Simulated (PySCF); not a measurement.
Isomers of C3H11FSi3, one GFN2-xTB conformer each. Single-point energies are computed at PBE0/pcSseg-1 (PySCF, gas phase, no added dispersion term), electronic only.

Question: Rank them by PBE0/pcSseg-1 energy, lowest first (kcal/mol).
A. `[CH2:1]=[C:2]([CH3:3])[Si@@H:4]([F:5])[SiH2:6][SiH3:7]` with C1–C2–Si4–F5 -8°, C2–Si4–Si6–Si7 -100°
B. `[CH3:1][SiH2:2][SiH2:3]/[C:4]([SiH3:5])=[CH:6]\[F:7]` with C1–Si2–Si3–C4 -3°, Si2–Si3–C4–Si5 103°
C. `[F:1][C@H:2]1[SiH2:3][CH2:4][CH2:5][SiH2:6][SiH2:7]1` with F1–C2–Si3–C4 64°, C2–Si3–C4–C5 66°, Si3–C4–C5–Si6 -69°, C4–C5–Si6–Si7 55°

Answer: A (0.0), C (21.2), B (32.4).

As drawn, the lowest has an Si–F bond, which the highest lacks. GFN2-xTB itself gives, in the same order: 0.0, 25.6, 36.9. Both levels put the same isomer lowest; measured from each level's own lowest isomer, the values differ by up to 4.5 kcal/mol (C[SiH2][SiH2]/C([SiH3])=C\F: 36.9 against 32.4).

Which frontier levels, dipoles and rotational constants go with these structures?

```tsv
SMILES	HOMO (eV, PBE0/pcSseg-1)	LUMO (eV)	dipole (D)	A, B, C (MHz)
C=C(C)[Si@@H](F)[SiH2][SiH3]	-7.61	-0.96	1.79	2136, 739.3, 681.7
F[C@H]1[SiH2]CC[SiH2][SiH2]1	-7.89	-0.14	1.65	1609, 1408, 930.2
C[SiH2][SiH2]/C([SiH3])=C\F	-7.67	-0.71	1.37	1629, 896.2, 797.9
```

As an exercise, what shares would exp(−E/RT) give at 2000 K from these electronic energies alone (no entropy, no degeneracies)?

RT = 3.974 kcal/mol: C=C(C)[Si@@H](F)[SiH2][SiH3] 99.5 %, F[C@H]1[SiH2]CC[SiH2][SiH2]1 0.5 %, C[SiH2][SiH2]/C([SiH3])=C\F under 0.1 %.
